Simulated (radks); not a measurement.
The numbers below are computed, except where a source is named.
Ionisation of Cl, [Ne] 3s2 3p5, to Cl+, [Ne] 3s2 3p4, under several functionals. Scalar-relativistic Kohn-Sham, spin-polarised, spherical densities, finite nucleus; open shells are filled with parallel spins first; a radial shooting solver on a logarithmic mesh with Libxc functionals. Known Delta-SCF values: PBE 13.047 eV. What does exchange-only LDA give, and what is its highest occupied eigenvalue?

Answer. 11.696 eV by Delta-SCF; the 3p eigenvalue is -6.902 eV. NIST: 12.968 eV (measured).
